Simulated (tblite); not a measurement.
Calculated harmonic vibrations of the isolated species, GFN2-xTB (tblite), most abundant isotopes, no scaling. The method is semi-empirical: single wavenumbers can be off by several per cent or more. Modes of hydrogen on silicon can be 10 to 20 % off. One conformer each. Thermal functions are those of the rigid rotor and harmonic oscillator, without mixing of conformers.

Problem. Order these by their zero-point energy, highest first (kcal/mol).
A. `F[Si@@H]1O[SiH2][C@H](C2CCC2)O1`
B. `C[C@@H](F)[C@@H]1CC[Si@H]1CC#N`
C. `C/C(CCl)=C1\C[SiH2]1`
D. `C#C[C@@H](F)C#CC`
E. `C#C[C@@H]1C(=C)[C@@H]1F`

Solution. B (109.0), A (97.5), C (74.6), E (53.1), D (52.4).

```
                         SMILES  atoms  mass (u)  symmetry number  modes under 300 cm⁻¹  ZPE (kcal/mol)  S translation (cal/(mol K))  S rotation  S vibration      S    Cp
 C[C@@H](F)[C@@H]1CC[Si@H]1CC#N     22    157.07                1                     9           109.0                         41.1        30.5         39.1  110.7  45.4
F[Si@@H]1O[SiH2][C@H](C2CCC2)O1     21    178.03                1                     8            97.5                         41.5        30.4         33.7  105.5  44.2
           C/C(CCl)=C1\C[SiH2]1     16    132.02                1                     6            74.6                         40.6        29.4         26.3   96.2  35.7
        C#C[C@@H]1C(=C)[C@@H]1F     12     96.04                1                     4            53.1                         39.6        27.5         15.7   82.8  27.6
               C#C[C@@H](F)C#CC     12     96.04                1                     7            52.4                         39.6        28.1         23.7   91.4  29.6
```

Entropies and Cp are for 298.15 K and 1 bar.
